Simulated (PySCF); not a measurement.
ZnHF, SMILES [F][ZnH]. Atoms are numbered in the order given.

```xyz
3

Zn     0.0000     0.0000    -0.3560
H      0.0000     0.0000    -1.8629
F      0.0000     0.0000     1.3936
```

Geometry: PBE0-D3(BJ)/def2-TZVP.

Calculation: IEF-PCM-ωB97X/def2-TZVPD (PySCF 2.14.0).

The values are the electrostatic part of the solvation free energy, E(continuum) − E(gas) at the gas-phase geometry, in a cavity of scaled van der Waals radii (PySCF's table); cavitation and dispersion terms are not included. A continuum can't describe solvent molecules that bind to the metal. In vacuum the orbital gap is 13.11 eV. The dipole moment in vacuum is 2.12 D.

```
solvent             ε  ΔG(elec) (kcal/mol)  dipole (D)  gap (eV)
--------------  -----  -------------------  ----------  --------
water           78.36                -16.9        2.26     12.65
methanol        32.61                -16.4        2.26     12.67
ethylethanoate   5.99                -12.9        2.26     12.78
```
